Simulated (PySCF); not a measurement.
# Level sweep

C3H7NSi.
SMILES with atom numbers: `[CH2:1]=[CH:2]/[CH:3]=[N:4]/[SiH3:5]` (hydrogens: H6, H7 on C1; H8 on C2; H9 on C3; H10, H11, H12 on Si5)

PySCF, dipoles from the SCF density, polarisabilities from static response with core orbitals frozen. The structure is a single PBE0-D3(BJ)/def2-SVP conformer in the gas phase; no vibrational or solvent corrections.

The anisotropy is √(½[(α1 − α2)² + (α2 − α3)² + (α3 − α1)²]).

```json
{"level": "LDA/def2-SVPD", "μ (D)": "1.901", "α (au)": "84.93", "anisotropy (au)": "67.12"}
{"level": "PBE/def2-SVPD", "μ (D)": "1.934", "α (au)": "83.35", "anisotropy (au)": "66.40"}
{"level": "B3LYP/def2-SVPD", "μ (D)": "2.020", "α (au)": "80.62", "anisotropy (au)": "62.55"}
{"level": "PBE0/def2-SVPD", "μ (D)": "2.037", "α (au)": "79.92", "anisotropy (au)": "61.85"}
{"level": "BHandHLYP/def2-SVPD", "μ (D)": "2.132", "α (au)": "77.65", "anisotropy (au)": "59.23"}
{"level": "CAM-B3LYP/def2-SVPD", "μ (D)": "2.049", "α (au)": "78.82", "anisotropy (au)": "59.27"}
{"level": "wB97X-D/def2-SVPD", "μ (D)": "2.090", "α (au)": "79.08", "anisotropy (au)": "59.08"}
{"level": "LC-wPBE/def2-SVPD", "μ (D)": "2.070", "α (au)": "76.49", "anisotropy (au)": "56.14"}
{"level": "HF/def2-SVPD", "μ (D)": "2.349", "α (au)": "75.35", "anisotropy (au)": "57.16"}
{"level": "PBE0/6-31G*", "μ (D)": "2.004", "α (au)": "64.73", "anisotropy (au)": "64.83"}
{"level": "PBE0/6-31+G*", "μ (D)": "2.036", "α (au)": "74.77", "anisotropy (au)": "61.94"}
{"level": "PBE0/def2-SVP", "μ (D)": "1.943", "α (au)": "69.62", "anisotropy (au)": "64.01"}
{"level": "PBE0/aug-cc-pVDZ", "μ (D)": "1.998", "α (au)": "82.02", "anisotropy (au)": "62.03"}
{"level": "PBE0/def2-TZVP", "μ (D)": "2.032", "α (au)": "76.87", "anisotropy (au)": "63.32"}
{"level": "PBE0/def2-TZVPD", "μ (D)": "2.061", "α (au)": "81.34", "anisotropy (au)": "61.81"}
```

The dipole runs from 1.90 D (LDA/def2-SVPD) to 2.35 D (HF/def2-SVPD). No reference polarisability is at hand; against PBE0 in the largest diffuse basis at hand (def2-TZVPD) the other PBE0 rows deviate by 6-31G* -20%, 6-31+G* -8%, def2-SVP -14%, def2-SVPD -2%, aug-cc-pVDZ +1%, def2-TZVP -5%. In one basis (def2-SVPD) the functionals order the polarisability from HF (lowest) to LDA (highest), a spread of 13%. With PBE0 the polarisability is 70.41 au without diffuse functions (mean of 6-31G*, def2-SVP and def2-TZVP) and 79.51 au with them (mean of 6-31+G*, def2-SVPD, aug-cc-pVDZ and def2-TZVPD).
